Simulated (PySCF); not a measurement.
Species: C6H17NSi.
SMILES with atom numbers: `[CH3:1][N:2]([SiH3:3])[CH2:4][C:5]([CH3:6])([CH3:7])[CH3:8]` (hydrogens: H9, H10, H11 on C1; H12, H13, H14 on Si3; H15, H16 on C4; H17, H18, H19 on C6; H20, H21, H22 on C7; H23, H24, H25 on C8)

Computed by this run: PySCF 2.14.0, PBE0-D3(BJ)/def2-SVP geometry optimisation, gas phase; density fitting, grid level 1; the optimiser is geomeTRIC in internal coordinates, started from a GFN2-xTB structure with every atom displaced at random (about 0.01 Å).

Step 0: E = -15846.6304 eV
```
atom  x, y, z in Å  |  force x, y, z in eV/Å
C1      1.4305   -0.7702   -1.7549   -1.675   1.519   0.242
N2      1.1283    0.1291   -0.6514    0.241  -0.453  -0.700
Si3     2.0226   -0.0005    0.7913    0.005   0.124   0.310
C4      0.0277    1.0065   -0.8103   -1.708  -0.746   0.153
C5     -1.3796    0.5110   -0.2845    0.460   0.550   0.135
C6     -1.7181   -0.8807   -0.7798    0.375   0.364   0.194
C7     -2.4281    1.4992   -0.7792   -0.775  -1.147  -0.194
C8     -1.3766    0.5237    1.2494   -0.759  -0.023  -0.947
H9      0.7266   -1.5935   -1.7916   -0.255  -0.682  -0.210
H10     1.3335   -0.1969   -2.6921    0.151  -0.159  -0.162
H11     2.4144   -1.1348   -1.6581    1.649  -0.698   0.033
H12     1.6712   -1.1358    1.6682   -0.102  -0.352   0.332
H13     3.4145   -0.1760    0.3971    0.829  -0.138  -0.060
H14     1.8297    1.2545    1.5365   -0.022   0.323   0.286
H15     0.2157    1.9373   -0.3001    0.218   0.864   0.357
H16    -0.1161    1.2349   -1.8688    0.139   0.140  -0.476
H17    -2.7177   -1.1503   -0.4660   -0.637  -0.224   0.172
H18    -1.0299   -1.6091   -0.3606    0.319  -0.406   0.119
H19    -1.6753   -0.9358   -1.8616    0.008  -0.080  -0.612
H20    -3.4437    1.2384   -0.3901    0.491   0.125  -0.130
H21    -2.5013    1.4955   -1.8760    0.042   0.019  -0.116
H22    -2.2003    2.4927   -0.4618    0.227   1.197   0.349
H23    -0.6467   -0.1629    1.6264    0.753  -0.666   0.516
H24    -1.1753    1.5138    1.6348    0.176   0.611   0.271
H25    -2.3565    0.2063    1.6239   -0.152  -0.063   0.138
```

Step 1: E = -15846.8709 eV
```
atom  x, y, z in Å  |  force x, y, z in eV/Å
C1      1.4070   -0.7841   -1.7402    0.393  -0.270   0.066
N2      1.1114    0.1109   -0.6494   -0.153   0.118   0.008
Si3     2.0611    0.0364    0.7985    0.066  -0.074   0.132
C4     -0.0253    0.9951   -0.8151    0.071   0.144   0.101
C5     -1.3996    0.5226   -0.2871    0.043  -0.049  -0.035
C6     -1.7384   -0.8699   -0.8118   -0.083  -0.094  -0.017
C7     -2.4480    1.5241   -0.7677    0.065   0.273   0.046
C8     -1.3893    0.4925    1.2392    0.129  -0.006   0.143
H9      0.7361   -1.6618   -1.8018    0.030   0.018  -0.013
H10     1.3485   -0.2551   -2.7060   -0.008   0.041  -0.074
H11     2.4471   -1.1739   -1.6453   -0.362   0.126  -0.046
H12     1.7277   -1.1017    1.7281    0.000   0.052  -0.039
H13     3.5076   -0.1467    0.4394   -0.067   0.024  -0.032
H14     1.8664    1.3097    1.5557   -0.012   0.005  -0.026
H15     0.1903    1.9666   -0.3228    0.011  -0.124  -0.079
H16    -0.1255    1.2174   -1.8945    0.004  -0.016   0.010
H17    -2.7530   -1.1660   -0.4948    0.048   0.008  -0.017
H18    -1.0366   -1.6204   -0.4172    0.004   0.006  -0.019
H19    -1.7073   -0.9146   -1.9131    0.001   0.027   0.025
H20    -3.4429    1.2824   -0.3644   -0.024  -0.025  -0.002
H21    -2.5204    1.5328   -1.8668   -0.007  -0.017  -0.016
H22    -2.2011    2.5551   -0.4435   -0.031  -0.193  -0.042
H23    -0.6266   -0.2069    1.6289   -0.090   0.079  -0.058
H24    -1.1783    1.4919    1.6573   -0.008  -0.058  -0.012
H25    -2.3615    0.1601    1.6352   -0.021   0.004  -0.006
```

**Question.** Estimate the geometry and energy of step 2. (The exact step hangs on the optimiser's Hessian estimate; all steps are aligned on step 1, rigid shifts and turns removed.)

**Answer.** E = -15846.8783 eV, largest force 0.101 eV/Å
```
atom  x, y, z in Å  |  force x, y, z in eV/Å
C1      1.4096   -0.7984   -1.7311    0.095  -0.033   0.012
N2      1.1076    0.1076   -0.6469   -0.048  -0.028  -0.034
Si3     2.0572    0.0536    0.8028    0.036  -0.012   0.036
C4     -0.0252    0.9915   -0.8166    0.025   0.021   0.028
C5     -1.3987    0.5192   -0.2876    0.006  -0.018  -0.003
C6     -1.7476   -0.8680   -0.8258   -0.009  -0.008   0.003
C7     -2.4419    1.5323   -0.7581   -0.002   0.064   0.016
C8     -1.3835    0.4783    1.2407    0.018  -0.009   0.019
H9      0.7444   -1.6795   -1.7888   -0.009   0.009   0.000
H10     1.3498   -0.2759   -2.7034   -0.011   0.004   0.002
H11     2.4416   -1.1801   -1.6343   -0.062   0.032   0.000
H12     1.7301   -1.0690    1.7474   -0.003   0.010  -0.002
H13     3.4981   -0.1240    0.4320   -0.002   0.003  -0.007
H14     1.8560    1.3399    1.5351   -0.005   0.003  -0.005
H15     0.1978    1.9593   -0.3296   -0.015  -0.007  -0.015
H16    -0.1258    1.2110   -1.8961    0.000  -0.013  -0.009
H17    -2.7603   -1.1646   -0.5084    0.006   0.006   0.003
H18    -1.0457   -1.6263   -0.4473    0.004   0.006  -0.009
H19    -1.7221   -0.8946   -1.9271    0.001   0.010  -0.002
H20    -3.4382    1.2900   -0.3565   -0.002  -0.008  -0.011
H21    -2.5158    1.5497   -1.8576   -0.001  -0.008   0.001
H22    -2.1883    2.5527   -0.4244   -0.003  -0.029   0.000
H23    -0.6278   -0.2289    1.6196   -0.014   0.001  -0.011
H24    -1.1635    1.4702    1.6672    0.000  -0.003  -0.006
H25    -2.3583    0.1505    1.6355   -0.005   0.006  -0.005
```

The energy changes by -0.0074 eV. The first-order estimate −F·Δx gives -0.0122 eV and the mean of the old and new forces, exact on a quadratic surface, -0.0073 eV. The step makes an angle of 82° with the force vector and moves no atom by more than 0.038 Å.

The cost below is that of the whole optimisation. Hardware: one thread, Arm Neoverse V1 (aarch64), no GPU, shared host with 32 logical CPUs at a one-minute load of 13. Cost: 3.0 min, 0.98 GiB resident at most.
